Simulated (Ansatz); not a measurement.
`[CH3][Ge]([F])([F])[SiH3]` and `[CH3][Ge]([F])([F])[F]` differ in one atom or group.

Ansatz, PBE0-D4/def2-TZVP geometries, multiplicity 1. 

Scalar relativity is left out up to krypton.

```tsv
property	`[CH3][Ge]([F])([F])[SiH3]`
size of the dipole moment (PBE/def2-TZVPP) / D	3.05
HOMO–LUMO gap (B3LYP/def2-TZVPP) / eV	7.77
size of the dipole moment (ωB97M-V/def2-TZVPP) / D	3.24
HOMO energy (B3LYP/def2-TZVPP) / eV	-8.22
HOMO–LUMO gap (ωB97M-V/def2-TZVPP) / eV	12.01
LUMO energy (ωB97M-V/def2-TZVPP) / eV	1.51
```

Give the same properties after the change, and the shifts. (An estimate is asked.)

Ansatz gave: 
```csv
property,`[CH3][Ge]([F])([F])[F]`,shift
size of the dipole moment (PBE/def2-TZVPP) / D,3.51,0.46
HOMO–LUMO gap (B3LYP/def2-TZVPP) / eV,9.71,1.94
size of the dipole moment (ωB97M-V/def2-TZVPP) / D,3.62,0.38
HOMO energy (B3LYP/def2-TZVPP) / eV,-10.28,-2.06
HOMO–LUMO gap (ωB97M-V/def2-TZVPP) / eV,14.47,2.46
LUMO energy (ωB97M-V/def2-TZVPP) / eV,1.67,0.16
```

With PBE0 the HOMO falls by 2.08 eV and the LUMO rises by 0.10 eV, so the gap widens by about 2.18 eV. PBE moves the HOMO by -1.75 eV and ωB97M-V by -2.30 eV. Dipoles are sizes alone; their direction can turn.

B3LYP here is the variant with VWN-RPA as its local correlation; programs differ in this.
